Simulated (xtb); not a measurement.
singlet silylene (H$_{2}$Si), singlet, geometry from GFN2-xTB; GFN-FF in xtb 6.7.1.

xtb was given this input:
```
$ xtb mol.xyz --gfnff --json

# file mol.xyz
3

Si    -0.00666824    -0.00277970     0.12275926
H      0.04778718     1.13172388    -0.83406892
H      0.04556812    -1.09280805    -0.88456070
```

Problem. Predict the main parts of the log of this xtb run.

Solution. 
```
   ID    Z sym.   atoms
    1   14 Si     1
    2    1 H      2, 3

           -------------------------------------------------
          |                Calculation Setup                |
           -------------------------------------------------

          ==================== Thresholds ====================
          CN  :   150.00000
          rep :   500.00000
          disp:  2500.00000
          HB1 :   250.00000
          HB2 :   450.00000

          Pauling EN used:
          Z : 1  EN :  2.20
          Z :14  EN :  1.90
          electric field strengths (au): 0.000

           -------------------------------------------------
          |           Force Field Initialization            |
           -------------------------------------------------

          distances ...
          ----------------------------------------
          generating topology and atomic info file ...
          pair mat ...
          computing topology distances matrix with Floyd-Warshall algo ...
          making topology EEQ charges ...
          #fragments for EEQ constrain: 1
          ----------------------------------------
          generating topology and atomic info file ...
          pair mat ...
          computing topology distances matrix with Floyd-Warshall algo ...
          making topology EEQ charges ...
          #fragments for EEQ constrain: 1
          rings ...
          # BATM   0
          # H in HB   2

  atom   neighbors  erfCN metchar sp-hybrid imet pi  qest     coordinates
    1  Si      2    1.87   0.09         2    0    0  -0.011   -0.012601   -0.005253    0.231981
    2  H       1    0.95   0.01         0    0    0   0.005    0.090305    2.138648   -1.576162
    3  H       1    0.95   0.01         0    0    0   0.005    0.086111   -2.065108   -1.671577

          #atoms :   3
          #bonds :   2
          #angl  :   1
          #tors  :   0
          #nmol  :   1
          #optfrag :   1
           -------------------------------------------------
          |                   G F N - F F                   |
          |          A general generic force-field          |
          |                  Version 1.0.3                  |
           -------------------------------------------------
          Number of HB bonds (bound hydrogen)     0
          Number of HB bonds (unbound hydrogen)   0
          Number of XB bonds                      0

         :::::::::::::::::::::::::::::::::::::::::::::::::::::
         ::                     SUMMARY                     ::
         :::::::::::::::::::::::::::::::::::::::::::::::::::::
         :: total energy              -0.239866840170 Eh    ::
         :: gradient norm              0.037564082723 Eh/a0 ::
         ::.................................................::
         :: bond energy               -0.244922395985 Eh    ::
         :: angle energy               0.000205807913 Eh    ::
         :: torsion energy             0.000000000000 Eh    ::
         :: repulsion energy           0.005331393975 Eh    ::
         :: electrostat energy        -0.000035762516 Eh    ::
         :: dispersion energy         -0.000445883557 Eh    ::
         :: HB energy                  0.000000000000 Eh    ::
         :: XB energy                  0.000000000000 Eh    ::
         :: bonded atm energy          0.000000000000 Eh    ::
         :: external energy            0.000000000000 Eh    ::
         :: add. restraining           0.000000000000 Eh    ::
         :: total charge              -0.000000000000 e     ::
         :::::::::::::::::::::::::::::::::::::::::::::::::::::

           -------------------------------------------------
          |                Property Printout                |
           -------------------------------------------------

molecular dipole:
                 x           y           z       tot (Debye)
 q only:        0.001       0.001      -0.025       0.064

           -------------------------------------------------
          | TOTAL ENERGY               -0.239866840170 Eh   |
          | GRADIENT NORM               0.037564082723 Eh/α |
           -------------------------------------------------
########################################################################
[WARNING] Runtime exception occurred
-1- gfnff_setup: Could not read topology file.
########################################################################

normal termination of xtb
```
